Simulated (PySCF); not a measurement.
Species: C3H11ClSi2.
Atom-mapped SMILES: `[CH3:1][CH2:2][SiH2:3][SiH2:4][CH2:5][Cl:6]` (hydrogens: H7, H8, H9 on C1; H10, H11 on C2; H12, H13 on Si3; H14, H15 on Si4; H16, H17 on C5)

Cartesian coordinates in Å at the GFN2-xTB level; atoms count from 1:
```
atom  x, y, z in Å
C1    -2.3747   -0.3439    0.7357
C2    -1.9901    0.5091   -0.4678
Si3   -0.2622    0.0935   -1.1591
Si4    1.3725    0.5798    0.4157
C5     2.8549   -0.6016    0.1457
Cl6    4.1527   -0.2100    1.3076
H7    -3.3669   -0.0796    1.0990
H8    -1.6684   -0.2044    1.5519
H9    -2.3833   -1.3988    0.4696
H10   -2.0278    1.5629   -0.1839
H11   -2.7409    0.3766   -1.2484
H12   -0.0977    0.8657   -2.4005
H13   -0.2794   -1.3197   -1.5750
H14    1.9248    1.9364    0.3142
H15    0.9871    0.3999    1.8223
H16    3.2912   -0.5072   -0.8461
H17    2.6011   -1.6467    0.3081
```

Computed at PBE0/pcSseg-1 (PySCF, non-relativistic), with Q(35Cl) = −0.0817 b: Cl6, 35Cl (I = 3/2): χzz = -78.01 MHz, η = 0.018.

Q: Where would the pure quadrupole (NQR) lines of 35Cl at Cl6 fall for the rigid, isolated species?

A: From ν = (|χ|/2)√(1 + η²/3): ν = 39.01 MHz (alkyl chlorine). For 37Cl the ratio of quadrupole moments, 0.7881, gives 30.74 MHz.

Q: Apply the simplest Townes–Dailey estimate (no s hybridisation, no π bonding), ionic character = 1 − χzz/χ0, where χ0 is the coupling for one missing p electron along the bond: −109.74 MHz for 35Cl.

A: Cl6 on C5: 1 − (-78.01)/(-109.74) = 0.29. In this model a purely covalent bond gives χ0 and a free halide ion gives zero; s hybridisation or π bonding, where present, is counted here as ionic character.

In a crystal, neighbours and librations shift these lines. GFN2-xTB bond lengths can be off by several hundredths of an ångström, more for odd bonds, and the gradients follow them. With a basis this small, the couplings can be 20 % off.

One conformer stands for the species.
